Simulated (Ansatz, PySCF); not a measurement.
Species: H₂S₂, charge 0, singlet. H2S2 (SMILES SS).
B3LYP-D3(BJ)/def2-TZVP minimum from Ansatz (a quantum-chemistry and plane-wave program):
```
S
H 1 1.3476
S 1 2.0719 2 98.52
H 3 1.3476 1 98.52 2 -90.39
```

Atomisation energy term by term, kcal/mol (programs: Ansatz). Radicals and triplets start from unrestricted determinants; spin-orbit coupling is neglected. Cores are frozen in correlated methods. Rows without X2C or -DK are non-relativistic. CBS(X,Y): correlation extrapolated as X^-3, Hartree-Fock from the larger set (Q,5: extrapolated as (X+1)exp(-9√X)). A bracket is a step between two methods taken in the basis named. '+ core + X2C': CCSD(T) terms for core correlation (cc-pwCVTZ, 1s frozen past Ne) and scalar relativity (cc-pVTZ-DK). For partners of very few electrons the exact lower level stands in for a higher one.

```
term                                                          basis  kcal/mol
-----------------------  ------------------------------------------  --------
Hartree-Fock                           CBS(cc-pV(Q+d)Z,cc-pV(5+d)Z)    155.40
CCSD correlation                       CBS(cc-pV(Q+d)Z,cc-pV(5+d)Z)     80.96
(T)                                    CBS(cc-pV(Q+d)Z,cc-pV(5+d)Z)      6.36
CCSDT(Q) - CCSD(T)                                      cc-pV(T+d)Z      0.19
CCSDTQ - CCSDT(Q)                                       cc-pV(D+d)Z     -0.02
core correlation                                          cc-pwCVTZ      0.69
scalar relativity                                   X2C, cc-pVTZ-DK     -0.63
minus zero-point energy  Hessian by PySCF at B3LYP-D3(BJ)/def2-TZVP    -11.44
sum: D0                                                                 231.5
```

The step beyond CCSD(T) by other levels: CCSDTQ in cc-pV(D+d)Z 0.41; CCSDT(Q) in cc-pV(D+d)Z 0.43 kcal/mol.
